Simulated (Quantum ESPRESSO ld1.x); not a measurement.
The numbers below are computed, except where a source is named.
Task: Yb2+, 68 electrons, occupied as [Xe] 4f14. Code: ld1.x of Quantum ESPRESSO 7.5. Model: scalar-relativistic Kohn-Sham, rPW86 exchange with PBE correlation, spin-unpolarised, spherical densities, point nucleus. Some entries of the table are withheld. Estimate them.

orbital,occ.,eigenvalue (eV),<r> (bohr)
1s,2,-61279.5,0.01965
2s,2,-10392.8,0.08330
2p,6,(1),0.07414
3s,2,-2354.51,0.2166
3p,6,-1982.31,0.2161
3d,10,-1529.76,0.1961
4s,2,-475.553,(2)
4p,6,-353.467,(3)
4d,10,(4),0.5601
5s,2,(5),1.209
5p,6,-42.0842,1.445
4f,14,-17.5950,0.7812

Result: 
(1) 2p eigenvalue (eV): -9158.46
(2) 4s <r> (bohr): 0.4878
(3) 4p <r> (bohr): 0.5181
(4) 4d eigenvalue (eV): -192.750
(5) 5s eigenvalue (eV): -69.5842
